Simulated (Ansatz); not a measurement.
Relaxation of Ru₂H₂⁻ with UKS PBE0-D4/def2-TZVPD.

```sh
$ ansatz run in.yaml --threads 4 --pin off --events-out ev --progress --plain --max-ram 3916MiB
```

```yaml
crystal:
  periodic: [false, false, false]
  atoms:
    - {symbol: Ru, position_ang: [0.215985, 0.571007, 0.357476]}
    - {symbol: Ru, position_ang: [-0.435960, -0.985221, -1.381660]}
    - {symbol: H, position_ang: [-0.965981, 1.190074, 1.382077]}
    - {symbol: H, position_ang: [1.185956, -0.775851, -0.357893]}
basis:
  gaussian: {orbitals: def2-TZVPD}
total_charge: -1
magnetization: {spin_polarized: true, initial_magnetization: 3}
hamiltonian: {xc: pbe0, dispersion: d4}
scf: {omitted_lower_state_checks: [starts]}
output: {orbitals: {seedname: orbitals}}
relax: {f_tol: 0.02, max_steps: 100}
```

Hardware: 4 threads of AMD EPYC on a shared host. Wall time 3.6 min.

Positions (Å) and forces (eV/Å) at steps 1, 2, 3, 4, 5, 6, 7, 8, 10, 11 of 11:

```xyz
4
step=1 energy=-5194.0873 eV
Ru    0.216    0.571    0.357   -0.628   -1.049   -1.163
Ru   -0.436   -0.985   -1.382    0.910    1.080    1.382
H    -0.966    1.190    1.382    0.107    0.042    0.037
H     1.186   -0.776   -0.358   -0.389   -0.074   -0.257
4
step=2 energy=-5194.3393 eV
Ru    0.145    0.529    0.306   -0.231   -0.037   -0.183
Ru   -0.351   -0.935   -1.308    0.147    0.303    0.379
H    -0.945    1.205    1.397   -0.096    0.049    0.040
H     1.151   -0.799   -0.395    0.181   -0.314   -0.236
4
step=3 energy=-5194.4277 eV
Ru    0.119    0.532    0.310   -0.105    0.757    0.984
Ru   -0.334   -0.896   -1.252    0.274   -0.317   -0.029
H    -0.984    1.231    1.404    0.010   -0.090   -0.338
H     1.199   -0.866   -0.462   -0.180   -0.349   -0.616
4
step=4 energy=-5194.6355 eV
Ru    0.113    0.563    0.389    0.071    1.195    1.282
Ru   -0.302   -0.839   -1.135    0.116   -0.683   -0.467
H    -1.063    1.255    1.364   -0.020   -0.164   -0.304
H     1.252   -0.979   -0.618   -0.167   -0.348   -0.510
4
step=5 energy=-5194.8599 eV
Ru    0.129    0.650    0.477   -0.120    0.511    0.387
Ru   -0.281   -0.798   -1.044    0.485   -0.111    0.133
H    -1.143    1.251    1.327   -0.018   -0.129   -0.138
H     1.295   -1.104   -0.761   -0.347   -0.270   -0.382
4
step=6 energy=-5195.0254 eV
Ru    0.128    0.760    0.528    0.137    0.505    0.259
Ru   -0.213   -0.740   -0.939   -0.037   -0.142   -0.144
H    -1.210    1.222    1.305   -0.181   -0.074    0.046
H     1.295   -1.242   -0.893    0.080   -0.288   -0.161
4
step=7 energy=-5195.1068 eV
Ru    0.115    0.954    0.488   -0.027   -0.029    0.002
Ru   -0.143   -0.652   -0.908    0.039    0.038    0.103
H    -1.247    1.113    1.345   -0.010    0.016   -0.035
H     1.275   -1.415   -0.926   -0.002   -0.025   -0.070
4
step=8 energy=-5195.1069 eV
Ru    0.114    0.951    0.512   -0.032    0.169    0.173
Ru   -0.136   -0.649   -0.871    0.202   -0.272   -0.129
H    -1.273    1.136    1.335    0.061   -0.019   -0.052
H     1.295   -1.438   -0.975   -0.230    0.122    0.007
4
step=10 energy=-5195.1112 eV rejected
Ru    0.117    0.966    0.508    0.006   -0.015    0.005
Ru   -0.132   -0.654   -0.871   -0.004   -0.003    0.016
H    -1.265    1.120    1.329   -0.003    0.007   -0.011
H     1.280   -1.432   -0.966    0.002    0.010   -0.009
4
step=11 energy=-5195.1115 eV
Ru    0.122    0.958    0.517   -0.012   -0.003    0.000
Ru   -0.137   -0.661   -0.862    0.011    0.002    0.003
H    -1.268    1.128    1.320    0.006    0.003    0.000
H     1.282   -1.424   -0.975   -0.005   -0.001   -0.002
```

In the def2 sets Ru takes a core potential; there is no spin–orbit coupling. The highest occupied level of the charge -1 quartet lies above zero (up to 0.27 eV). The electron is either unbound and held by the finite basis, or the level is raised by self-interaction error. The structure comes from a short search, and lower isomers may exist.
